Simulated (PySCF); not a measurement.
C₂H₂N (SMILES [CH2-]C#N), charge -1, singlet, geometry from GFN2-xTB; CAMB3LYP/def2-SVPD, TDDFT in PySCF.

Here is a job for PySCF.
```python
from pyscf import gto, scf, dft, tdscf

mol = gto.Mole()
mol.atom = '''
    C     0.00239539   -0.05738577   -1.17430271
    C    -0.00030500   -0.00940597    0.17345626
    N    -0.00297384    0.15282315    1.34104101
    H     0.92298158   -0.33199703   -1.68935248
    H    -0.91470705   -0.33701456   -1.69285587
'''
mol.basis = 'def2-svpd'
mol.charge = -1
mol.verbose = 4
mol.build()

mf = dft.RKS(mol)
mf.xc = 'camb3lyp'
mf.kernel()
td = mf.TDDFT()
td.nstates = 5
td.kernel()
td.analyze()
```

It wrote (shortened):

```
PySCF version 2.14.0

[INPUT] verbose = 4
[INPUT] num. atoms = 5
[INPUT] num. electrons = 22
[INPUT] charge = -1
[INPUT] spin (= nelec alpha-beta = 2S) = 0
[INPUT] symmetry False subgroup None
[INPUT] Mole.unit = angstrom
[INPUT] Symbol           X                Y                Z      unit          X                Y                Z       unit  Magmom
[...]
nuclear repulsion = 53.2282591284452
number of shells = 32
number of NR pGTOs = 110
number of NR cGTOs = 76
basis = def2-svpd
ecp = {}

******** <class 'pyscf.dft.rks.RKS'> ********
method = RKS
initial guess = minao
damping factor = 0
level_shift factor = 0
DIIS = <class 'pyscf.scf.diis.CDIIS'>
diis_start_cycle = 1
diis_space = 8
diis_damp = 0
SCF conv_tol = 1e-09
SCF conv_tol_grad = None
SCF max_cycles = 50
direct_scf = True
direct_scf_tol = 1e-13
XC library pyscf.dft.libxc version 7.1.2
    S. Lehtola, C. Steigemann, M. J. T. Oliveira, and M. A. L. Marques,  SoftwareX 7, 1–5 (2018)
XC functionals = camb3lyp
    T. Yanai, D. P. Tew, and N. C. Handy,  Chem. Phys. Lett. 393, 51 (2004)
radial grids:
    Treutler-Ahlrichs [JCP 102, 346 (1995); DOI:10.1063/1.469408] (M4) radial grids

becke partition: Becke, JCP 88, 2547 (1988); DOI:10.1063/1.454033
pruning grids: <function nwchem_prune>
grids dens level: 3
symmetrized grids: False
atomic radii adjust function: <function treutler_atomic_radii_adjust>
small_rho_cutoff = 0
Set gradient conv threshold to 3.16228e-05
Initial guess from minao.
tot grids = 61760
init E= -132.171365324767
[...]
cycle= 1 E= -131.902009381525  delta_E= 0.269  |g|= 0.51  |ddm|= 2.81
[...]
cycle= 2 E= -131.864740351546  delta_E= 0.0373  |g|= 0.712  |ddm|=    2
[...]
cycle= 3 E= -131.976209786333  delta_E= -0.111  |g|= 0.129  |ddm|= 1.06
[...]
cycle= 4 E= -131.980192691449  delta_E= -0.00398  |g|= 0.0267  |ddm|= 0.155
[...]
cycle= 5 E= -131.98037982057  delta_E= -0.000187  |g|= 0.00572  |ddm|= 0.0689
[...]
cycle= 6 E= -131.980388858488  delta_E= -9.04e-06  |g|= 0.00187  |ddm|= 0.0137
[...]
cycle= 7 E= -131.980390390537  delta_E= -1.53e-06  |g|= 0.000315  |ddm|= 0.00967
[...]
cycle= 8 E= -131.980390509998  delta_E= -1.19e-07  |g|= 6.95e-05  |ddm|= 0.0049
[...]
cycle= 9 E= -131.980390520611  delta_E= -1.06e-08  |g|= 1.88e-05  |ddm|= 0.00171
[...]
cycle= 10 E= -131.980390521489  delta_E= -8.77e-10  |g|= 4.11e-06  |ddm|= 0.000561
[...]
Extra cycle  E= -131.980390521517  delta_E= -2.79e-11  |g|= 2.28e-06  |ddm|= 7.19e-05
converged SCF energy = -131.980390521517

******** <class 'pyscf.tdscf.rks.TDDFT'> for <class 'pyscf.dft.rks.RKS'> ********
nstates = 5 singlet
deg_eia_thresh = 1.000e-03
wfnsym = None
conv_tol = 1e-05
eigh lindep = 1e-12
eigh level_shift = 0
eigh max_cycle = 100

Excitation energies (eV)
[3.44889722 4.28856693 4.8341415  6.41035606 6.57440571]

** Singlet excitation energies and oscillator strengths **
Excited State   1:      3.44890 eV    359.49 nm  f=0.0250
      11 -> 12        0.70208
Excited State   2:      4.28857 eV    289.10 nm  f=0.0002
      11 -> 14       -0.67860
      11 -> 16        0.18549
Excited State   3:      4.83414 eV    256.48 nm  f=0.0119
      11 -> 13        0.70104
Excited State   4:      6.41036 eV    193.41 nm  f=0.0012
      11 -> 14       -0.18475
      11 -> 16       -0.67122
Excited State   5:      6.57441 eV    188.59 nm  f=0.2243
      10 -> 14        0.22506
      10 -> 16       -0.10500
      11 -> 15       -0.65489

** Transition electric dipole moments (AU) **
state          X           Y           Z        Dip. S.      Osc.
  1        -0.0011      0.5221     -0.1538      0.2963      0.0250
  2         0.0485      0.0001      0.0001      0.0024      0.0002
  3         0.0006     -0.2935      0.1190      0.1003      0.0119
  4         0.0880      0.0002      0.0002      0.0077      0.0012
  5        -0.0020     -0.0956      1.1763      1.3928      0.2243

** Transition velocity dipole moments (imaginary part, AU) **
state          X           Y           Z        Dip. S.      Osc.
  1        -0.0003      0.1113     -0.0217      0.0129      0.0677
  2         0.0092      0.0000      0.0000      0.0001      0.0004
  3         0.0002     -0.0833      0.0291      0.0078      0.0292
  4         0.0320      0.0001      0.0001      0.0010      0.0029
  5        -0.0005     -0.0275      0.2824      0.0805      0.2222

** Transition magnetic dipole moments (imaginary part, AU) **
state          X           Y           Z
  1        -0.6799     -0.0019     -0.0013
  2        -0.0011      0.0984      0.4438
  3        -0.5598     -0.0015     -0.0011
  4         0.0000      0.1163     -0.1904
  5         0.1735      0.0005      0.0003
```
